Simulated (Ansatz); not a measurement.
The cluster Cu4O⁺, relaxed as a doublet with UKS B3LYP-D4/def2-SVP in Ansatz, starting from the GFN2-xTB geometry. Force threshold 0.02 eV/Å.

The relaxation made no stability test and no search for a lower SCF solution. No other spin state of charge 1 was run. Another isomer (doublet) lies 0.13 eV lower at PBE0-D4/def2-TZVP; other spin states weren't run for this one.

Start:

```xyz
5

O    -0.5376   -0.0472    0.3314
Cu   -0.7227   -0.2756   -1.5343
Cu   -0.3261    1.4130    1.4154
Cu    0.4037   -1.6700    0.1094
Cu    1.1827    0.5797   -0.3219
```

```csv
step,energy (eV),largest force component (eV/Å),SCF passes
1,-180582.6252,0.975,26
2,-180582.6971,0.575,30
3,-180582.7477,0.093,32
4,-180582.7550,0.030,27
5,-180582.7551,0.004,22
```

Force components are those of the run's own axes.

End:

Cartesian coordinates in Å:
```
O -0.4616 -0.0296 0.2920
Cu -0.8096 -0.2462 -1.5823
Cu -0.4071 1.4133 1.4728
Cu 0.4008 -1.7399 0.1830
Cu 1.2775 0.6024 -0.3657
```

By distances, no bond broke or formed. The bond that changes most is O1–Cu3, from 1.83 to 1.87 Å (atoms count from 1).

No frequencies were taken in this run, so the end may be a saddle point.

It took 31 s on 4 threads of Intel Xeon Platinum 8259CL on a shared host, peak host memory 0.71 GiB.
